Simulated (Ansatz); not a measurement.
C₂H₃O (SMILES C=C=[OH+]), charge +1, singlet, geometry from GFN2-xTB; Ansatz (an electronic-structure program) with PBE/pcseg-1.

Ansatz was given this input:
Ansatz 0.2 input:
```yaml
crystal:
  periodic: [false, false, false]
  atoms:
    - {symbol: C, position_ang: [-0.01166182, -0.08945283, -1.26513497]}
    - {symbol: C, position_ang: [-0.00757544, -0.00008331, -0.00740794]}
    - {symbol: H, position_ang: [0.04865840, 0.76815996, -1.92812251]}
    - {symbol: H, position_ang: [-0.05703832, -1.03326988, -1.79977604]}
    - {symbol: O, position_ang: [0.10024135, 0.07934483, 1.19620992]}
    - {symbol: H, position_ang: [-0.67812734, 0.16756814, 1.79347667]}
basis:
  gaussian:
    orbitals: pcseg-1.json
    symmetry_tolerance_ang: 0.01
hamiltonian:
  xc: pbe
total_charge: 1
```
The basis file holds pcseg-1 in the JSON format of the Basis Set Exchange.

What the program printed (banner, timings and long lists left out):

```
Functional definition: PBE
637 factors; their error is unknown
mean field evaluation 1: about -4141.3283 eV, gradient 7.8e1 eV
mean field evaluation 2: about -4126.0528 eV, gradient 1.2e2 eV
mean field evaluation 4: about -4153.6712 eV, gradient 7.4e0 eV
mean field evaluation 8: about -4153.7668 eV, gradient 2.0e-1 eV
mean field evaluation 16: about -4153.7669 eV, gradient 2.2e-5 eV
mean field -4153.76685505 eV, -152.6481163989 hartree, gradient 2.2e-5 eV, S^2 0.000000; 0 other end points of the search recorded, 0 dependent functions left out
reference -4153.76687941 eV, -152.6481172940 hartree; 11, 11 occupied and 46, 46 virtual orbitals, 637 factors
Total energy: -4153.76687941 eV, -152.6481172940 hartree
```
